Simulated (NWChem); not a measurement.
System: MoHO$_{3}$ cation; SMILES [O]=[Mo+](=[O])[OH]

Here is an NWChem input.

```
start job
memory heap 200 mb stack 900 mb global 1100 mb
charge 1
geometry units angstroms noautosym nocenter noautoz
  Mo     0.323298    -0.078043     0.000000
  O     -0.388404    -0.794663     1.297019
  O     -0.388404    -0.794663    -1.297019
  O     -0.080599     1.671836     0.000000
  H     -0.720164     2.406208     0.000000
end
basis spherical
  * library def2-svpd
end
ecp
  Mo library def2-ecp
end
dft
  xc hfexch
  iterations 150
end
property
  response 1 0.0
end
task dft property
```

NWChem printed, in part:

```
             Northwest Computational Chemistry Package (NWChem) 7.3.0
             --------------------------------------------------------

                             Geometry "geometry" -> ""
                             -------------------------

 Output coordinates in angstroms (scale by  1.889725989 to convert to a.u.)

  No.       Tag          Charge          X              Y              Z
 ---- ---------------- ---------- -------------- -------------- --------------
    1 Mo                  42.0000     0.32329800    -0.07804300     0.00000000
    2 O                    8.0000    -0.38840400    -0.79466300     1.29701900
    3 O                    8.0000    -0.38840400    -0.79466300    -1.29701900
    4 O                    8.0000    -0.08059900     1.67183600     0.00000000
    5 H                    1.0000    -0.72016400     2.40620800     0.00000000

 Effective nuclear repulsion energy (a.u.)     367.5795855474

                                 NWChem DFT Module
                                 -----------------

 Summary of "ao basis" -> "ao basis" (spherical)
 ------------------------------------------------------------------------------
       Tag                 Description            Shells   Functions and Types
 ---------------- ------------------------------  ------  ---------------------
 Mo                        def2-svpd                12       34   5s4p2d1f
 O                         def2-svpd                 9       23   4s3p2d
 H                         def2-svpd                 4        8   2s2p

            General Information
            -------------------
          SCF calculation type: DFT
          Wavefunction type:  closed shell.
          No. of atoms     :     5
          No. of electrons :    38
           Alpha electrons :    19
            Beta electrons :    19
          Charge           :     1
          Spin multiplicity:     1
          Use of symmetry is: off; symmetry adaption is: off
          Maximum number of iterations: 150
          AO basis - number of functions:   111
                     number of shells:    43
          Convergence on energy requested:  1.00D-06
          Convergence on density requested:  1.00D-05
          Convergence on gradient requested:  5.00D-04

              XC Information
              --------------
                     Hartree-Fock (Exact) Exchange  1.000

      Superposition of Atomic Density Guess
      -------------------------------------

 Sum of atomic energies:        -301.87506234

 Renormalizing density from      39.00 to     38

      Non-variational initial energy
      ------------------------------

 Total energy =    -287.817197
 1-e energy   =    -706.514683
 2-e energy   =     266.835927
 HOMO         =      -0.833688
 LUMO         =      -0.448488

   convergence    iter        energy       DeltaE   RMS-Dens  Diis-err
 ---------------- ----- ----------------- --------- --------- ---------
 d= 0,ls=0.0,diis     1   -291.5303160218 -4.43D+02  3.32D-02  6.54D+00
 d= 0,ls=0.0,diis     2   -289.9026563183  1.63D+00  2.44D-02  2.48D+01
 d= 0,ls=0.0,diis     3   -292.1719469186 -2.27D+00  3.36D-03  2.06D-01
 d= 0,ls=0.0,diis     4   -292.1894387788 -1.75D-02  1.13D-03  4.07D-02
 d= 0,ls=0.0,diis     5   -292.1935055426 -4.07D-03  3.62D-04  1.30D-03
  Resetting Diis
 d= 0,ls=0.0,diis     6   -292.1938651830 -3.60D-04  2.61D-04  2.49D-04
 d= 0,ls=0.0,diis     7   -292.1940248142 -1.60D-04  1.06D-04  8.23D-05
 d= 0,ls=0.0,diis     8   -292.1940663918 -4.16D-05  7.81D-05  4.58D-05
 d= 0,ls=0.0,diis     9   -292.1940878128 -2.14D-05  1.67D-04  4.40D-05
 d= 0,ls=0.0,diis    10   -292.1941185873 -3.08D-05  5.99D-05  6.72D-06
 d= 0,ls=0.0,diis    11   -292.1941227328 -4.15D-06  2.33D-05  1.28D-06
 d= 0,ls=0.0,diis    12   -292.1941235936 -8.61D-07  2.16D-05  4.17D-07
 d= 0,ls=0.0,diis    13   -292.1941239573 -3.64D-07  4.15D-06  1.95D-08

         Total DFT energy =     -292.194123957348
      One electron energy =     -717.974533892077
           Coulomb energy =      305.591800977303
    Exchange-Corr. energy =      -31.672950997659
 Nuclear repulsion energy =      151.861559955086

 Numeric. integr. density =        0.000000000000

                       DFT Final Molecular Orbital Analysis
                       ------------------------------------

 Vector   17  Occ=2.000000D+00  E=-7.465502D-01
              MO Center= -1.6D-01,  7.1D-01, -1.8D-12, r^2= 2.6D+00
   Bfn.  Coefficient  Atom+Function         Bfn.  Coefficient  Atom+Function
  ----- ------------  ---------------      ----- ------------  ---------------
    87      0.495821  4 O  pz                90      0.384646  4 O  pz
    39      0.191363  2 O  px                62     -0.191363  3 O  px
    40     -0.153882  2 O  py                63      0.153882  3 O  py
    19     -0.148368  1 Mo d -1              42      0.144640  2 O  px
    65     -0.144640  3 O  px                 8     -0.123331  1 Mo pz

 Vector   18  Occ=2.000000D+00  E=-7.458413D-01
              MO Center= -2.3D-01,  3.8D-01,  4.2D-12, r^2= 3.1D+00
   Bfn.  Coefficient  Atom+Function         Bfn.  Coefficient  Atom+Function
  ----- ------------  ---------------      ----- ------------  ---------------
    85      0.337610  4 O  px                41      0.308007  2 O  pz
    64     -0.308007  3 O  pz                 2      0.277501  1 Mo s
    88      0.263130  4 O  px                86      0.252514  4 O  py
    44      0.222707  2 O  pz                67     -0.222707  3 O  pz
    89      0.212910  4 O  py                 6     -0.194425  1 Mo px

 Vector   19  Occ=2.000000D+00  E=-7.353367D-01
              MO Center= -3.4D-01, -7.6D-01,  1.4D-12, r^2= 2.3D+00
   Bfn.  Coefficient  Atom+Function         Bfn.  Coefficient  Atom+Function
  ----- ------------  ---------------      ----- ------------  ---------------
    39      0.297619  2 O  px                62     -0.297619  3 O  px
    40      0.286591  2 O  py                63     -0.286591  3 O  py
    42      0.227229  2 O  px                65     -0.227229  3 O  px
    43      0.217556  2 O  py                66     -0.217556  3 O  py
    41      0.184450  2 O  pz                64      0.184450  3 O  pz

 Vector   20  Occ=0.000000D+00  E=-2.816390D-01
              MO Center=  9.5D-01, -2.8D-01, -5.5D-14, r^2= 2.3D+00
   Bfn.  Coefficient  Atom+Function         Bfn.  Coefficient  Atom+Function
  ----- ------------  ---------------      ----- ------------  ---------------
    22      0.508308  1 Mo d  2               4      0.400063  1 Mo s
    20     -0.240013  1 Mo d  0               2     -0.227293  1 Mo s
    18     -0.207958  1 Mo d -2               9      0.194944  1 Mo px
     5      0.184569  1 Mo s                  6     -0.173847  1 Mo px
    27      0.169137  1 Mo d  2               3     -0.162470  1 Mo s

 Vector   21  Occ=0.000000D+00  E=-2.163406D-01
              MO Center=  4.0D-01,  4.1D-02, -1.7D-13, r^2= 2.3D+00
   Bfn.  Coefficient  Atom+Function         Bfn.  Coefficient  Atom+Function
  ----- ------------  ---------------      ----- ------------  ---------------
    18      0.709840  1 Mo d -2              84     -0.511229  4 O  s
    23      0.262536  1 Mo d -2              20     -0.228928  1 Mo d  0
    16      0.214576  1 Mo py               105      0.210996  5 H  s
     7     -0.202372  1 Mo py                10      0.186705  1 Mo py
    13      0.180078  1 Mo py                41      0.172058  2 O  pz

 Vector   22  Occ=0.000000D+00  E=-1.975451D-01
              MO Center=  2.1D-01, -2.7D-01, -2.0D-13, r^2= 2.2D+00
   Bfn.  Coefficient  Atom+Function         Bfn.  Coefficient  Atom+Function
  ----- ------------  ---------------      ----- ------------  ---------------
    21      0.622652  1 Mo d  1              19      0.463333  1 Mo d -1
    26      0.241751  1 Mo d  1              42      0.206301  2 O  px
    65     -0.206301  3 O  px                39      0.183145  2 O  px
    40     -0.183944  2 O  py                62     -0.183145  3 O  px
    63      0.183944  3 O  py                43     -0.182012  2 O  py

     Multipole analysis of the density
     ---------------------------------

     L   x y z        total         alpha         beta         nuclear
     -   - - -        -----         -----         ----         -------
     0   0 0 0      1.000000    -19.000000    -19.000000     39.000000

     1   1 0 0      1.707267      3.738535      3.738535     -5.769802
     1   0 1 0      0.901933     -1.413897     -1.413897      3.729726
     1   0 0 1      0.000000      0.000000      0.000000      0.000000

     2   2 0 0    -20.250186    -18.066481    -18.066481     15.882776
     2   1 1 0     -4.104363     -5.220283     -5.220283      6.336203
     2   1 0 1     -0.000000     -0.000000     -0.000000      0.000000
     2   0 2 0    -21.306248    -79.109034    -79.109034    136.911821
     2   0 1 1     -0.000000     -0.000000     -0.000000      0.000000
     2   0 0 2    -28.054934    -62.087087    -62.087087     96.119240

 *** CALLING NEW AORESP DRIVER FOR CLOSED AND OPEN SHELLS ***
 Entering AOResponse driver routine

--------------------------------------------------------------------------------

          -----------------------------------------------
          Solving response equations for perturbing field
          -----------------------------------------------

 number of frequencies:     1
 frequency in a.u.:  0.0000000E+00
 Perturbing field: electric
 Using El. Dipole Length Gauge

 Setting up CPKS with frequency omega =      0.00000000 a.u.

 STATIC response

                                NWChem CPHF Module
                                ------------------

  scftype          =     RHF
  nclosed          =       19
  nopen            =        0
  variables        =     1748
  # of vectors     =        3
  tolerance        = 0.10D-03
  level shift      = 0.00D+00
  max iterations   =       50
  max subspace     =       30

 SCF residual:    5.9548234154082259E-005

Iterative solution of linear equations
  No. of variables     1748
  No. of equations        3
  Maximum subspace       30
        Iterations       50
       Convergence  1.0D-04

   iter   nsub   residual    time
   ----  ------  --------  ---------
     1      3    3.42D+00      11.1
     2      6    1.69D+00      12.6
     3      9    1.77D-01      14.0
     4     12    8.44D-02      15.4
     5     15    6.94D-02      16.9
     6     18    1.90D-02      18.3
     7     21    6.00D-03      19.8
     8     24    2.45D-03      21.2
     9     27    1.20D-03      22.7
    10     30    2.33D-04      24.1
    11     30    1.29D-04      25.5
    12     30    6.39D-05      26.9

 Electric Dipole Response Matrix (nonzero elements):

              1        2        3
    1   23.4579   1.6806  -0.0000
    2    1.6807  41.1085   0.0000
    3   -0.0000  -0.0000  40.6147

 ------------------------------------------
 average:        35.06036 + I       0.00000

 DFT Linear Response polarizability / au
 Frequency  =       0.0000000 / au
              X              Y              Z
 -----------------------------------------------
 X      23.4579149      1.6806416     -0.0000000
 Y       1.6806572     41.1084509      0.0000000
 Z      -0.0000000     -0.0000000     40.6147022
 -----------------------------------------------
 Eigenvalues =      23.2993134     41.2670524     40.6147022
 Isotropic   =      35.0603560
 Anisotropic =      17.6506076
 -----------------------------------------------

 Magnetic Dipole Response Matrix (nonzero elements):

 Exiting AOResponse driver routine
```

Level: Hartree-Fock/def2-SVPD with def2 effective core potentials on Mo. Structure relaxed at the PBE0/def2-SVP level. The spin multiplicity was typed, not searched, and may not be the lowest. def2 effective core potentials on Mo; no spin-orbit coupling.
